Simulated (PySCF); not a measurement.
# Computed records: CH$_{6}$BClGe, CH$_{7}$BGeO, CH$_{7}$BGe, CH$_{9}$BGe$_{2}$ and others

Calculation on a computer-drawn molecule: the log of a Hartree-Fock and frozen-core CCSD(T) single point meant for a local Hartree-Fock minimum, with one planted fault or none, to be diagnosed. Offsets are logged minus clean, where the clean run is the same molecule without the fault. The reference is restricted for singlets and unrestricted otherwise, and also for a bond in bohr or an excited solution. Adding or removing an electron swaps singlet and doublet. The excited solution moves the top pair (singlet) or top alpha electron (doublet) to the lowest empty orbital. Highest occupied and lowest empty are orbital energies over both spins, largest force is the largest gradient component, triples share is (T) over the correlation energy, the T1 limit is 0.02 restricted and 0.045 unrestricted, electrons count all cores, a negative frequency is imaginary (commonest isotopes), and the dipole is about the centre of nuclear charge; on germanium a core potential holds 10 electrons, which the energies leave out, and 3d is frozen in MP2 and coupled-cluster steps. Program: PySCF 2.14.0.

Common to all runs: meant charge 0; meant multiplicity 1; meant basis and core potential on germanium cc-pVDZ-PP ECP10MDF; logged SCF converged yes; logged CC converged yes; logged SCF stable within its kind yes; possible faults no fault, one electron removed, one electron added, multiplicity raised by two, geometry at a saddle point, SCF held on an excited solution, minimal basis STO-3G, one bond length entered in bohr, all coordinates scaled.

```yaml
- entry: 1
  formula: CH6BClGe
  logged_structure:
    atoms_angstrom:
      - [B, -1.2433, 1.4648, -0.426]
      - [C, -1.0496, 0.1168, 0.3465]
      - [Ge, 0.8492, -0.2405, 0.6955]
      - [Cl, 1.9349, -0.254, -1.1999]
      - [H, -1.4211, 1.4825, -1.6111]
      - [H, -1.1878, 2.5081, 0.1683]
      - [H, -1.4822, 0.153, 1.3532]
      - [H, -1.4326, -0.7588, -0.1814]
      - [H, 1.5072, 0.8403, 1.546]
      - [H, 1.0462, -1.6258, 1.3]
  given:
    meant_basis: "cc-pV(D+d)Z"
    logged_electrons: 66
    logged_basis_functions: 104
    logged_spin_squared: 0.0
    "logged_highest_occupied [eV]": -11.518
    "logged_lowest_empty [eV]": 2.101
    "logged_largest_force [hartree/bohr]": 1.147e-05
    "logged_lowest_frequency [cm^-1]": 46.012
    logged_T1_diagnostic: 0.0097676
    logged_D1_diagnostic: 0.029114
    logged_triples_share: 0.025513
    "logged_dipole_magnitude [debye]": 2.982
    "logged_energy_HF [hartree]": -818.9606
    "logged_energy_CCSD(T) [hartree]": -819.49234
    drawn_bonds_atom: [1, 2, 3, 1, 1, 2, 2, 3, 3]
    drawn_bonds_other_atom: [2, 3, 4, 5, 6, 7, 8, 9, 10]
    drawn_bonds_order: [1, 1, 1, 1, 1, 1, 1, 1, 1]
  results:
    planted_fault: "no fault"
    "HF_energy_offset_from_clean_run [kcal/mol]": 0.0
    "CCSD(T)_energy_offset_from_clean_run [kcal/mol]": 0.0
- entry: 2
  formula: CH7BGeO
  logged_structure:
    atoms_angstrom:
      - [B, -2.8218, 0.6077, -0.6517]
      - [C, -1.7157, 1.5223, -0.0547]
      - [Ge, -0.0467, 0.486, 0.1854]
      - [O, 0.6874, 0.1172, -1.3958]
      - [H, -3.5875, 0.016, 0.0616]
      - [H, -2.8922, 0.4238, -1.8388]
      - [H, -1.9513, 1.9103, 0.9404]
      - [H, -1.4192, 2.3441, -0.7119]
      - [H, -0.3015, -0.8201, 0.9485]
      - [H, 0.9954, 1.3433, 0.8934]
      - [H, 0.2001, -0.4753, -1.9492]
  given:
    meant_basis: cc-pVDZ
    logged_electrons: 58
    logged_basis_functions: 100
    logged_spin_squared: 0.0
    "logged_highest_occupied [eV]": -11.404
    "logged_lowest_empty [eV]": 2.1527
    "logged_largest_force [hartree/bohr]": 1.5353e-05
    "logged_lowest_frequency [cm^-1]": 56.004
    logged_T1_diagnostic: 0.011908
    logged_D1_diagnostic: 0.033672
    logged_triples_share: 0.024666
    "logged_dipole_magnitude [debye]": 1.3786
    "logged_energy_HF [hartree]": -434.87558
    "logged_energy_CCSD(T) [hartree]": -435.45596
    drawn_bonds_atom: [1, 2, 3, 1, 1, 2, 2, 3, 3, 4]
    drawn_bonds_other_atom: [2, 3, 4, 5, 6, 7, 8, 9, 10, 11]
    drawn_bonds_order: [1, 1, 1, 1, 1, 1, 1, 1, 1, 1]
  results:
    planted_fault: "no fault"
    "HF_energy_offset_from_clean_run [kcal/mol]": 0.0
    "CCSD(T)_energy_offset_from_clean_run [kcal/mol]": 0.0
- entry: 3
  formula: CH7BGeO
  logged_structure:
    atoms_angstrom:
      - [B, -2.5847, 0.5567, -0.597]
      - [C, -1.5716, 1.3945, -0.0501]
      - [Ge, -0.0428, 0.4452, 0.1698]
      - [O, 0.6296, 0.1073, -1.2785]
      - [H, -3.2861, 0.0147, 0.0564]
      - [H, -2.6492, 0.3882, -1.6844]
      - [H, -1.7874, 1.7498, 0.8614]
      - [H, -1.3, 2.1472, -0.6521]
      - [H, -0.2762, -0.7512, 0.8688]
      - [H, 0.9118, 1.2305, 0.8184]
      - [H, 0.1832, -0.4354, -1.7855]
  given:
    meant_basis: cc-pVDZ
    logged_electrons: 58
    logged_basis_functions: 100
    logged_spin_squared: 0.0
    "logged_highest_occupied [eV]": -11.76
    "logged_lowest_empty [eV]": 2.5939
    "logged_largest_force [hartree/bohr]": 0.10454
    logged_T1_diagnostic: 0.010531
    logged_D1_diagnostic: 0.031278
    logged_triples_share: 0.022179
    "logged_dipole_magnitude [debye]": 0.99853
    "logged_energy_HF [hartree]": -434.79043
    "logged_energy_CCSD(T) [hartree]": -435.35539
    drawn_bonds_atom: [1, 2, 3, 1, 1, 2, 2, 3, 3, 4]
    drawn_bonds_other_atom: [2, 3, 4, 5, 6, 7, 8, 9, 10, 11]
    drawn_bonds_order: [1, 1, 1, 1, 1, 1, 1, 1, 1, 1]
  results:
    planted_fault: "all coordinates scaled, by -8.4 %"
    "HF_energy_offset_from_clean_run [kcal/mol]": 53.43
    "CCSD(T)_energy_offset_from_clean_run [kcal/mol]": 63.11
- entry: 4
  formula: CH7BGe
  logged_structure:
    atoms_angstrom:
      - [B, -0.2271, 0.3794, 2.371]
      - [C, -0.0797, 1.2307, 1.0778]
      - [Ge, -0.0745, 0.0192, -0.5003]
      - [H, -1.314, 0.0977, 2.802]
      - [H, 0.7413, -0.0619, 2.9312]
      - [H, -0.9136, 1.9145, 0.9005]
      - [H, 0.8649, 1.7764, 1.0124]
      - [H, -1.3841, -0.7725, -0.5831]
      - [H, 1.0975, -0.9655, -0.4268]
      - [H, 0.0716, 0.8762, -1.7612]
  given:
    meant_basis: cc-pVDZ
    logged_electrons: 50
    logged_basis_functions: 86
    logged_spin_squared: 2.0195
    "logged_highest_occupied [eV]": -6.6884
    "logged_lowest_empty [eV]": -2.7293
    "logged_largest_force [hartree/bohr]": 0.060034
    logged_T1_diagnostic: 0.030145
    logged_D1_diagnostic: 0.1668
    logged_triples_share: 0.029095
    "logged_dipole_magnitude [debye]": 1.2696
    "logged_energy_HF [hartree]": -359.77421
    "logged_energy_CCSD(T) [hartree]": -360.17107
    drawn_bonds_atom: [1, 2, 1, 1, 2, 2, 3, 3, 3]
    drawn_bonds_other_atom: [2, 3, 4, 5, 6, 7, 8, 9, 10]
    drawn_bonds_order: [1, 1, 1, 1, 1, 1, 1, 1, 1]
  results:
    planted_fault: "multiplicity raised by two"
    "HF_energy_offset_from_clean_run [kcal/mol]": 131.2
    "CCSD(T)_energy_offset_from_clean_run [kcal/mol]": 131.0
- entry: 5
  formula: CH9BGe2
  logged_structure:
    atoms_angstrom:
      - [B, -0.4378, -0.0006, 1.1042]
      - [C, 0.331, 0.5884, -0.1142]
      - [Ge, -0.3598, -0.1772, -1.8102]
      - [Ge, 0.1681, 2.5663, -0.1511]
      - [H, -1.6264, 0.1668, 1.2088]
      - [H, 0.123, -0.6292, 1.9617]
      - [H, 1.4005, 0.3613, -0.0793]
      - [H, -1.8133, 0.2487, -2.0365]
      - [H, 0.5042, 0.3195, -2.9748]
      - [H, -0.2906, -1.7088, -1.7666]
      - [H, 0.6343, 3.1612, 1.1836]
      - [H, 1.0537, 3.1225, -1.2716]
      - [H, -1.2859, 2.9788, -0.3984]
  given:
    meant_basis: cc-pVDZ
    logged_electrons: 84
    logged_basis_functions: 119
    logged_spin_squared: 2.0253
    "logged_highest_occupied [eV]": -5.8259
    "logged_lowest_empty [eV]": -2.4341
    "logged_largest_force [hartree/bohr]": 0.094366
    logged_T1_diagnostic: 0.071723
    logged_D1_diagnostic: 0.48769
    logged_triples_share: 0.031924
    "logged_dipole_magnitude [debye]": 3.6204
    "logged_energy_HF [hartree]": -654.31613
    "logged_energy_CCSD(T) [hartree]": -654.83876
    drawn_bonds_atom: [1, 2, 2, 1, 1, 2, 3, 3, 3, 4, 4, 4]
    drawn_bonds_other_atom: [2, 3, 4, 5, 6, 7, 8, 9, 10, 11, 12, 13]
    drawn_bonds_order: [1, 1, 1, 1, 1, 1, 1, 1, 1, 1, 1, 1]
  results:
    planted_fault: "multiplicity raised by two"
    "HF_energy_offset_from_clean_run [kcal/mol]": 125.5
    "CCSD(T)_energy_offset_from_clean_run [kcal/mol]": 121.9
  notes: ["T1 above single-reference limit"]
- entry: 6
  formula: CH9BGe2
  logged_structure:
    atoms_angstrom:
      - [B, -0.4378, -0.0006, 1.1042]
      - [C, 0.331, 0.5884, -0.1142]
      - [Ge, -0.3598, -0.1772, -1.8102]
      - [Ge, 0.1681, 2.5663, -0.1511]
      - [H, -1.6264, 0.1668, 1.2088]
      - [H, 0.123, -0.6292, 1.9617]
      - [H, 1.4005, 0.3613, -0.0793]
      - [H, -1.8133, 0.2487, -2.0365]
      - [H, 0.5042, 0.3195, -2.9748]
      - [H, -0.2906, -1.7088, -1.7666]
      - [H, 0.6343, 3.1612, 1.1836]
      - [H, 1.0537, 3.1225, -1.2716]
      - [H, -1.2859, 2.9788, -0.3984]
  given:
    meant_basis: cc-pVDZ
    logged_electrons: 85
    logged_basis_functions: 119
    logged_spin_squared: 0.7632
    "logged_highest_occupied [eV]": 0.22207
    "logged_lowest_empty [eV]": 7.8438
    "logged_largest_force [hartree/bohr]": 0.025169
    logged_T1_diagnostic: 0.012829
    logged_D1_diagnostic: 0.04854
    logged_triples_share: 0.029468
    "logged_dipole_magnitude [debye]": 6.7302
    "logged_energy_HF [hartree]": -654.47019
    "logged_energy_CCSD(T) [hartree]": -655.01025
    drawn_bonds_atom: [1, 2, 2, 1, 1, 2, 3, 3, 3, 4, 4, 4]
    drawn_bonds_other_atom: [2, 3, 4, 5, 6, 7, 8, 9, 10, 11, 12, 13]
    drawn_bonds_order: [1, 1, 1, 1, 1, 1, 1, 1, 1, 1, 1, 1]
  results:
    planted_fault: "one electron added"
    "HF_energy_offset_from_clean_run [kcal/mol]": 28.79
    "CCSD(T)_energy_offset_from_clean_run [kcal/mol]": 14.24
  notes: ["highest electron not bound in this basis"]
- entry: 7
  formula: CH9BGeSi
  logged_structure:
    atoms_angstrom:
      - [B, 0.6716, -0.516, -0.9594]
      - [C, 0.1795, -0.0092, 0.4299]
      - [Si, 0.5389, -1.2098, 1.8445]
      - [Ge, 1.0661, 1.7441, 0.7768]
      - [H, -0.0651, -0.5696, -1.9071]
      - [H, 1.82, -0.8451, -1.1129]
      - [H, -0.8946, 0.2047, 0.4289]
      - [H, 1.989, -1.4994, 1.9251]
      - [H, 0.095, -0.6301, 3.1355]
      - [H, -0.1877, -2.4866, 1.6408]
      - [H, 0.307, 2.4567, 1.8991]
      - [H, 1.0273, 2.618, -0.4824]
      - [H, 2.5251, 1.5348, 1.1909]
  given:
    meant_basis: "cc-pV(D+d)Z"
    logged_electrons: 67
    logged_basis_functions: 119
    logged_spin_squared: 0.7629
    "logged_highest_occupied [eV]": 0.23318
    "logged_lowest_empty [eV]": 7.9581
    "logged_largest_force [hartree/bohr]": 0.03141
    logged_T1_diagnostic: 0.013086
    logged_D1_diagnostic: 0.050613
    logged_triples_share: 0.029163
    "logged_dipole_magnitude [debye]": 6.7206
    "logged_energy_HF [hartree]": -650.03973
    "logged_energy_CCSD(T) [hartree]": -650.58401
    drawn_bonds_atom: [1, 2, 2, 1, 1, 2, 3, 3, 3, 4, 4, 4]
    drawn_bonds_other_atom: [2, 3, 4, 5, 6, 7, 8, 9, 10, 11, 12, 13]
    drawn_bonds_order: [1, 1, 1, 1, 1, 1, 1, 1, 1, 1, 1, 1]
  results:
    planted_fault: "one electron added"
    "HF_energy_offset_from_clean_run [kcal/mol]": 29.03
    "CCSD(T)_energy_offset_from_clean_run [kcal/mol]": 14.4
  notes: ["highest electron not bound in this basis"]
- entry: 8
  formula: CH9BGeSi
  logged_structure:
    atoms_angstrom:
      - [B, 0.6716, -0.516, -0.9594]
      - [C, 0.1795, -0.0092, 0.4299]
      - [Si, 0.5389, -1.2098, 1.8445]
      - [Ge, 1.0661, 1.7441, 0.7768]
      - [H, -0.0651, -0.5696, -1.9071]
      - [H, 1.82, -0.8451, -1.1129]
      - [H, -0.8946, 0.2047, 0.4289]
      - [H, 1.989, -1.4994, 1.9251]
      - [H, 0.095, -0.6301, 3.1355]
      - [H, -0.1877, -2.4866, 1.6408]
      - [H, 0.307, 2.4567, 1.8991]
      - [H, 1.0273, 2.618, -0.4824]
      - [H, 2.5251, 1.5348, 1.1909]
  given:
    meant_basis: "cc-pV(D+d)Z"
    logged_electrons: 65
    logged_basis_functions: 119
    logged_spin_squared: 0.7664
    "logged_highest_occupied [eV]": -17.264
    "logged_lowest_empty [eV]": -8.5097
    "logged_largest_force [hartree/bohr]": 0.080286
    logged_T1_diagnostic: 0.070869
    logged_D1_diagnostic: 0.47291
    logged_triples_share: 0.029515
    "logged_dipole_magnitude [debye]": 1.641
    "logged_energy_HF [hartree]": -649.72017
    "logged_energy_CCSD(T) [hartree]": -650.21876
    drawn_bonds_atom: [1, 2, 2, 1, 1, 2, 3, 3, 3, 4, 4, 4]
    drawn_bonds_other_atom: [2, 3, 4, 5, 6, 7, 8, 9, 10, 11, 12, 13]
    drawn_bonds_order: [1, 1, 1, 1, 1, 1, 1, 1, 1, 1, 1, 1]
  results:
    planted_fault: "one electron removed"
    "HF_energy_offset_from_clean_run [kcal/mol]": 229.6
    "CCSD(T)_energy_offset_from_clean_run [kcal/mol]": 243.6
  notes: ["T1 above single-reference limit"]
```
